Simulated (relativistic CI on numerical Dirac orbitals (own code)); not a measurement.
Method of calculation: Dirac-Coulomb-Breit CI, orbitals from a KLI potential per configuration, model QED, unscaled Slater integrals (own radial code, finite nucleus).

The strongest absorption lines from the ground level of an ion, among the configurations computed and to levels below about 443 eV (vacuum wavelength in Å, gf): 32.159 (0.36), 32.231 (0.83), 32.373 (0.5), 32.495 (0.42), 32.611 (0.22), 63.230 (1.3), 66.411 (1.3), 69.539 (1).

(1) Which ion is it?
A. Rh XVIII
B. In XXIV
C. Nb XVI
D. Rh XX

Results:

(1) D. Rh XX has 26 electrons and the ground level 3s2.3p6.3d8 3F_4; the strongest line goes to 3s2.3p5.3d9 3D°_3. The pattern of lines fixes the number of electrons, and along that sequence the line energies rise steadily with the charge (about as its square where n changes within one kind of shell, about linearly where n is kept but much faster in heavy ions where fine structure, which grows about as Z⁴, sets the gap, and irregularly where shells cross), which fixes Z. Configurations outside the model, such as inner-shell arrays, can give stronger lines. At this charge energies of transitions that change n are usually good to better than 1 %, and those within a shell (Δn = 0) to a few per cent. Terms inside the open d or f shell come out 10 to 20 % too wide with unscaled integrals.

LS names give the leading component of a level, which can be under half, so a name can repeat, a term be missing and a line seem to break the LS rules.
